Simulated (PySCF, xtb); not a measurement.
1-chloro-1-fluorobuta-1,2-diene (C₄H₄ClF), SMILES CC=C=C(F)Cl.

Harmonic wavenumbers (cm⁻¹) from GFN2-xTB (xtb 6.7.1) at its own minimum, in rising order: 96, 123, 143, 230, 326, 401, 463, 491, 621, 798, 919, 1005, 1020, 1090, 1206, 1386, 1427, 1464, 1478, 2067, 3012, 3018, 3024, 3064.

**Question.** What does B3LYP-D3(BJ)/def2-SVP run with PySCF 2.14.0 give at its own minimum? (Estimate from the structure and the level; the computed values follow.)

**Answer.** 104, 131, 163, 248, 366, 455, 517, 561, 666, 827, 920, 1046, 1082, 1111, 1244, 1384, 1434, 1452, 1496, 2092, 3025, 3092, 3098, 3144. Paired by order, the mean absolute difference is 34 cm⁻¹ and the zero-point energies are 41.3 and 42.4 kcal/mol.
